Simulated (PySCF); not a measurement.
**Assigning NMR signals**

Geometry:
```
atom   x (Å)   y (Å)   z (Å)
  C1  -1.686  -1.084  -0.799
  N2  -1.065   0.113  -0.280
  C3  -1.872   0.839   0.675
  C4   0.298   0.064  -0.092
  C5   1.185  -0.847  -0.499
  C6   2.570  -0.390  -0.165
  O7   2.416   0.885   0.445
  C8   1.043   1.194   0.577
  H9  -1.167  -1.392  -1.705
 H10  -1.666  -1.914  -0.081
 H11  -2.723  -0.862  -1.050
 H12  -1.437   1.818   0.862
 H13  -2.868   0.979   0.253
 H14  -1.973   0.306   1.630
 H15   1.014  -1.778  -1.000
 H16   3.079  -1.072   0.535
 H17   3.208  -0.284  -1.055
 H18   0.844   2.162   0.096
 H19   0.790   1.275   1.645
```

[PySCF 2.14.0 with density-fitted response routines: GFN2-xTB structure; NMR shieldings at PBE0/pcSseg-1/GIAO; one conformer; equivalent nuclei averaged; gas phase; non-relativistic]

δ = σ(ref) − σ, references computed at the same level: TMS for 13C and 1H.

Task: Assign these signals to the numbered atoms. 13C{1H} NMR (computed): δ 151.9, 95.4, 82.4, 79.3, 42.3.

Result: 
```tsv
δ (ppm)	atoms	environment	reason
151.9	C4	alkene carbon bearing nitrogen	an sp2 carbon further deshielded by the attached heteroatom
95.4	C5	β carbon of an enol-ether or enamine type C=C	the O or N lone pair pushes π density onto this β carbon and shields it
82.4	C6	allylic sp3 CH2 bonded to O	deshielded by the electronegative neighbour
79.3	C8	allylic sp3 CH2 bonded to O	–
42.3	C1/C3	methyl carbon bonded to N	deshielded by the electronegative neighbour
```

Task: Assign these signals to the numbered atoms. 1H NMR (600 MHz, computed): δ 5.17 (m, 2H), 4.97 (s, 2H), 4.21 (t, 1H), 2.64 (s, 6H).

Result: 
5.17 → H16/H17, hydrogen on an allylic sp3 CH2 bonded to O: its carbon carries O, hence the downfield position
4.97 → H18/H19, hydrogen on an allylic sp3 CH2 bonded to O
4.21 → H15, hydrogen on a β carbon of an enol-ether or enamine type C=C: lone-pair donation from O or N shields it, upfield of ordinary alkene protons
2.64 → H9/H10/H11/H12/H13/H14, hydrogen on a methyl carbon bonded to N: its carbon carries N, which withdraws density

Shifts are as computed. Against solution values, carbons near 30 ppm lie about +3 ppm off and those near 130 ppm about +5 ppm. Of 1211 compounds with measured shifts, 218 miss one by over three times the rms of a fit or turn the order of signals round; such compounds aren't used in these exercises. No couplings were computed; multiplicities are counted from neighbouring protons, with m where these are inequivalent, close in shift, in a saturated or five-membered ring or joined by F or P, and br s for small geminal =CH2 splittings.
